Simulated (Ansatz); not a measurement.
Stepwise reaction of `[SiH3][GeH3]` with hydrogen fluoride, as a gas-phase model of exchange steps in deposition or etching. ΔE in kJ/mol; ΔG adds harmonic PBE0-D4 terms to CCSD(T)/CBS, at 1 bar.

Calculated with Ansatz (gas phase, PBE0-D4/def2-TZVP geometries, no zero-point term in ΔE). CCSD(T)/CBS is the MP2 limit (def2-TZVPP, def2-QZVPP) plus CCSD(T) − MP2 in def2-TZVPP, frozen cores. This one scheme is used for every species. Functionals use def2-TZVPP. B3LYP here is the variant with VWN-RPA as its local correlation; programs differ in this. For Ge outer-core shells are correlated without core-valence functions, which leaves a few kJ/mol of doubt a bond. Scalar relativity is left out up to krypton.

```tsv
step	reaction	PBE-D4	B3LYP-D4	ωB97M-V	CCSD(T)/CBS	ΔG(400 K)
1	`[SiH3][GeH3]` + H–F → `F[SiH2][GeH3]` + H₂	-92.1	-101.6	-100.5	-97.2	-101.4
3	`F[SiH](F)[GeH3]` + H–F → `F[Si](F)(F)[GeH3]` + H₂	-134.4	-142.1	-143.6	-139.9	-136.5
```

Give the row of step 2, `F[SiH2][GeH3]` + H–F → `F[SiH](F)[GeH3]` + H₂. (Estimate.)

Computed: 
| step | reaction | PBE-D4 | B3LYP-D4 | ωB97M-V | CCSD(T)/CBS | ΔG(400 K) |
| --- | --- | --- | --- | --- | --- | --- |
| 2 | `F[SiH2][GeH3]` + H–F → `F[SiH](F)[GeH3]` + H₂ | -122.5 | -130.3 | -130.5 | -126.4 | -126.8 |

By hand: ΔE of the 3 steps together at CCSD(T)/CBS.

(-97.2) + (-126.4) + (-139.9) = -363.5 kJ/mol, or -121.2 kJ/mol a step.

In ΔE each step is lower than the one before. All are downhill at CCSD(T)/CBS. ΔG lies between -136.5 and -101.4 kJ/mol a step. PBE-D4 differs from CCSD(T)/CBS by 3.9 to 5.5 kJ/mol a step. Isolated molecules leave out the surface, adducts and barriers. Largest T1 diagnostic: 0.012.
